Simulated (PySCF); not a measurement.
GeF₄, SMILES [F][Ge]([F])([F])[F].

Coordinates come from a PBE0-D3(BJ)/def2-SVP optimisation. The isomer is the one that the SMILES or the coordinates give; other isomers of the formula were not compared.

Level of theory: PySCF with M06-2X/def2-TZVP.

Symmetry labels are those of the subgroup D2 that the program uses (full group Td).

Task: List the valence orbital energies around the gap with their symmetry. (The exact figures need the calculation; the answer reports its results.)

Result: 
```json
[
 {"orbital": "HOMO−7", "symmetry": "A", "energy (eV)": "-15.61"},
 {"orbital": "HOMO−6", "symmetry": "A", "energy (eV)": "-15.61"},
 {"orbital": "HOMO−5", "symmetry": "B1", "energy (eV)": "-15.25"},
 {"orbital": "HOMO−4", "symmetry": "B2", "energy (eV)": "-15.25"},
 {"orbital": "HOMO−3", "symmetry": "B3", "energy (eV)": "-15.25"},
 {"orbital": "HOMO−2", "symmetry": "B1", "energy (eV)": "-14.94"},
 {"orbital": "HOMO−1", "symmetry": "B2", "energy (eV)": "-14.94"},
 {"orbital": "HOMO", "symmetry": "B3", "energy (eV)": "-14.94"},
 {"orbital": "LUMO", "symmetry": "A", "energy (eV)": "-0.56"},
 {"orbital": "LUMO+1", "symmetry": "B1", "energy (eV)": "2.44"},
 {"orbital": "LUMO+2", "symmetry": "B2", "energy (eV)": "2.44"},
 {"orbital": "LUMO+3", "symmetry": "B3", "energy (eV)": "2.44"}
]
```
